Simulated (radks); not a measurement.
Spherical quantum dot in the effective-mass picture: electrons in a parabolic well V = omega^2 r^2 / 2 with omega = 0.243, all in effective atomic units (hartree* = m*/eps^2 hartree, bohr* = eps/m* bohr), one dielectric constant everywhere. Calculated with a radial shooting solver with Libxc functionals: non-relativistic Kohn-Sham, PBEsol, spin-polarised, spherical densities. Levels are named by radial order and angular momentum (1s, 1p, 1d, 2s, ...), and open shells are averaged over m. Results are scaled to m* = 0.043 and eps = 7.6, for which hartree* = 20.26 meV and bohr* = 9.353 nm.

N = 8, configuration 1s2 1p6. This is the lowest configuration that the search found. Occupied and some empty levels:

level  occupation  eigenvalue (meV)  <r> (nm)
1s              2            43.230     32.33
1p              6            45.425     38.84
1d              0            48.114     43.56
2s              0            49.211     36.87
1f              0            51.183     47.47

Energy (meV): total 222.260, kinetic 24.503, external 83.190, Hartree 146.23, exchange-correlation -31.667.

Electron density:

r (nm)  n(r) (e/nm^3)
1.56       0.00001157
7.44       0.00001318
13.3       0.00001619
19.2       0.00001919
25.1       0.00002063
31.0       0.00001946
36.8       0.00001569
42.7       0.00001056
48.6        5.753e-06
54.5        2.476e-06
60.4        8.466e-07
66.2        2.333e-07
72.1        5.160e-08
78.0        9.142e-09
